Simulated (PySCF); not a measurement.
An unknown shows these calculated signals:

¹H NMR (400 MHz, computed): δ 7.42 (m, 2H), 7.33 (m, 1H), 7.28 (m, 2H), 2.51 (t, 2H), 1.48 (m, 2H), 0.73 (t, 3H).

¹³C{¹H} NMR (computed): δ 147.4 (C), 135.1 (CH), 133.8 (CH), 131.5 (CH), 40.3 (CH2), 28.2 (CH2), 13.5 (CH3).

Computational details: PBE0-D3(BJ)/def2-SVP geometry, NMR shieldings at PBE0/pcSseg-1/GIAO, in PySCF (non-relativistic Hamiltonian, equivalent nuclei averaged, one conformer, no solvent).

Scale: ¹H (σref 31.27) and ¹³C (σref 184.41) against TMS (reference shieldings calculated alike).

Question: Which of these does the molecule contain: a (CH3)2CH unit, a CH3CH2 unit, a nitrile, an aldehyde, a benzene ring?

Answer: 
- A (CH3)2CH unit: no.
- A CH3CH2 unit: yes (δC 13.5, 28.2; δH 0.73 (t), 1.48 (m)).
- A nitrile: no.
- An aldehyde: no.
- A benzene ring: yes.

The data belong to SMILES CCCc1ccccc1, C9H12; they needn't prove each group on their own.

Carbon signals by region: 4 in the sp2 and nitrile region (100–160 ppm), 3 below 50 ppm.

Shifts are as computed. Against solution values, carbons near 30 ppm lie about +2 ppm off and those near 130 ppm about +5 ppm. Of 1211 compounds with measured shifts, 218 miss one by over three times the rms of a fit or turn the order of signals round; such compounds aren't used in these exercises. Multiplicities follow the n + 1 count of equivalent neighbours, as no J values were calculated; m marks all less simple cases, F and P coupling included.
